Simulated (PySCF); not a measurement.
TDDFT excited states: C6H12O

Compound: C6H12O.
SMILES: `OCC1CCCC1`

Method used: TDDFT PBE0/def2-SVPD, vertical, gas phase, core orbitals frozen in the response in PySCF 2.14.0, density-fitted response routines. Isolated species at its PBE0-D3(BJ)/def2-SVP geometry (one conformer only).

**Question.** List the vertical singlet excitations with oscillator strengths and describe the spectrum.

**Answer.** 

| state | E (eV) | ν̃ (cm⁻¹) | f | main configurations (H = HOMO, L = LUMO) |
| --- | --- | --- | --- | --- |
| S1 | 6.88 | 55470 | 0.0041 | H→L (87%), H→L+1 (9%) |
| S2 | 7.71 | 62170 | 0.0067 | H→L+1 (82%), H→L (10%) |
| S3 | 7.93 | 63970 | 0.0051 | H→L+2 (91%) |
| S4 | 8.06 | 64980 | 0.012 | H-1→L (93%) |
| S5 | 8.12 | 65490 | 0.041 | H→L+3 (89%) |
| S6 | 8.38 | 67620 | 0.011 | H-1→L+1 (54%), H-2→L (28%) |
| S7 | 8.57 | 69160 | 0.0054 | H-2→L (44%), H-1→L+1 (40%) |
| S8 | 8.59 | 69260 | 0.021 | H-3→L (69%), H-2→L+1 (14%) |
| S9 | 8.74 | 70520 | 0.017 | H→L+4 (77%) |
| S10 | 8.80 | 71010 | 0.010 | H-2→L+1 (38%), H-1→L+2 (17%), H-3→L (15%) |

Triplets, Tamm–Dancoff:

```csv
state,E (eV),λ (nm),"main configurations (H = HOMO, L = LUMO)"
T1,6.61,187.6,"H→L (80%), H→L+1 (12%)"
T2,7.59,163.2,"H→L+1 (66%), H→L (14%), H→L+3 (10%)"
T3,7.75,160.0,"H-1→L (74%), H→L+2 (12%)"
T4,7.85,157.9,"H→L+2 (77%), H-1→L (12%)"
```

The lowest singlet lies at 6.88 eV (180 nm, vacuum ultraviolet) and is very weak; its leading configuration is HOMO→LUMO (87%). The strongest level in the table is S5 at 8.12 eV (153 nm, f = 0.041). Löwdin shares by element: HOMO oxygen 55%, carbon 25% or more, hydrogen 8% or more; LUMO hydrogen 27% or more, oxygen 20%, carbon 8% or more (atoms not listed hold the other 45%). Of the 10 states listed, 6 reach f = 0.01 and none stays under 0.0005. Orbital energies (eV): HOMO-3 -9.24, HOMO-2 -9.01, HOMO-1 -8.68, HOMO -7.78, LUMO 0.54, LUMO+1 0.90, LUMO+2 1.27. The listed states span 1.93 eV, and the widest gap between neighbours is 0.83 eV (S1 to S2). All these states lie below the vertical ionisation energy of 9.93 eV (ΔSCF). Singlets were solved by full linear response, triplets in the Tamm–Dancoff approximation.

On an x86-64 server with one thread, on a shared host, this took 3.5 min.
